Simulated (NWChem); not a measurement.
# ditellurium (Te₂)

```
Te
Te 1 2.5965
```
Charge 0, spin multiplicity 3.

All runs are NWChem calculations. The geometry was optimised at UB3LYP/def2-SVP with def2 effective core potentials on Te, a minimum by its harmonic frequencies.

Effective core potentials replace the inner electrons of Te; spin-orbit coupling is left out. The unpaired electrons of the parent sit in orbitals of symmetry b2g and b3g (D2h labels of the run); other states weren't searched. No SCF solution was tested for a lower state. Open-shell Hartree-Fock references start from PBE0 orbitals.

Worked example. At HF/def2-TZVP the molecule has a total energy of -534.04380 Ha and the free atoms (multiplicities Te 3) Te -267.00555 Ha. The electronic atomisation energy is the atoms' sum less the molecule's energy.

2·(-267.00555) = -534.01110 Ha for the atoms; less the molecule's energy this leaves 0.03270 Ha, or 20.5 kcal/mol (86 kJ/mol), without zero-point, thermal or spin-orbit terms.
